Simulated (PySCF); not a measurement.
Computed NMR parameters against published values

Atoms are numbered as in `[O:1]=[C:2]1[CH2:3][CH2:4][C:5](=[O:6])[O:7]1`. Each H is labelled by its parent atom.

The experiment to reproduce: δ 17O O1/O6 412.1; O7 337.1 ppm (measured; CH3CN; Olsson, Cremer, J. Phys. Chem. 1996, 100, 16881).
δ 17O O1/O6 412.1; O7 337.1 ppm (measured; solution, CH3CN; L. Olsson, D. Cremer, J. Phys. Chem. 100 (1996) 16881).

- GIAO PBE0/pcSseg-1 shieldings
- structure optimised with PBE0-D3(BJ)/def2-SVP
- code: PySCF 2.14
- a single conformation, non-relativistic Hamiltonian, no solvent, rapidly exchanging positions averaged

Question: What does the calculation give, and how does it compare?

Answer: 
Reference values: measured (CH3CN; Olsson, Cremer, J. Phys. Chem. 1996, 100, 16881).
| atoms | quantity | reference | computed |
| --- | --- | --- | --- |
| O1/O6 | δ 17O vs H2O (gas) | 412.1 | 467.9 |
| O7 | δ 17O vs H2O (gas) | 337.1 | 358.8 |

Reference values: measured (solution, CH3CN; L. Olsson, D. Cremer, J. Phys. Chem. 100 (1996) 16881).
```tsv
atoms	quantity	reference	computed
O1/O6	δ 17O vs gaseous H2O	412.1	467.9
O7	δ 17O vs gaseous H2O	337.1	358.8
```

Computed shifts are σ(ref) − σ with the named reference compound (TMS for H and C) calculated as an isolated molecule at the same level. The measured values may be among those fitted. Shieldings were converted by a linear fit to measured shifts: 17O: δ = 263.91 − 0.892σ (rms 13.5 ppm, 141 shifts, 14.3 ppm with the 1 outlier that the fit left out vs liquid water, solution or neat liquid). A few per cent of atoms miss by over 2 rms, more outside the fitted compound classes.

Question: How far are the unscaled 17O shifts from the references?

Answer: Mean signed difference +38.75 ppm, mean absolute 38.75 ppm over 4 comparisons; the largest is +55.8 ppm at O1/O6 (ester carbonyl oxygen).
